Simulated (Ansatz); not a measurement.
Born–Oppenheimer molecular dynamics of Al₂Cl₄H₂ (8 atoms, charge 0, multiplicity 1). It goes on from the last frame of an earlier run, with new velocities.

The calculation used Ansatz, RKS PBE0-D4/STO-3G.

```json
{"ensemble": "NVE (velocity Verlet)", "time step": "0.5 fs", "steps asked": "250", "starting velocities drawn for": "400 K", "seed": "671713"}
```

First frame:

```xyz
8
Properties=species:S:1:pos:R:3
Cl 0.644 0.919 -2.236
Al 1.366 0.383 -0.325
Cl 0.389 -1.455 0.310
Al -1.460 -0.433 1.091
Cl -2.927 -0.835 -0.386
Cl -0.116 1.365 0.920
H 2.793 0.052 -0.142
H -1.707 -0.529 2.534
```

(1) How far do the bonds stretch over the last three quarters of this one trajectory? (Pairs bonded in most of those frames.)

Results:

(1) 
```
   bond  mean (Å)  spread (Å)  shortest  longest
Cl1–Al2     2.082       0.034      2.02     2.14
Al2–Cl3     2.276       0.056      2.18     2.34
Al2–Cl6     2.273       0.064      2.18     2.37
 Al2–H7     1.490       0.023      1.45     1.53
Cl3–Al4     2.256       0.039      2.19     2.32
Al4–Cl5     2.095       0.063      1.99     2.19
Al4–Cl6     2.267       0.064      2.19     2.38
 Al4–H8     1.487       0.023      1.45     1.52
```

Mean temperature of the second half: 552 K. The conserved energy stayed within 0.043 meV per atom of its start (net change 0.025 meV per atom), so the integration is sound. The kinetic energy rose, since the run started high on the potential surface and went downhill. A run of 0.12 ps of so small a system gives no equilibrium averages. Limits of this set-up: minimal basis.

Run time: 14 min on 1 thread of Arm Neoverse V1 (shared host), peak memory 0.16 GiB.
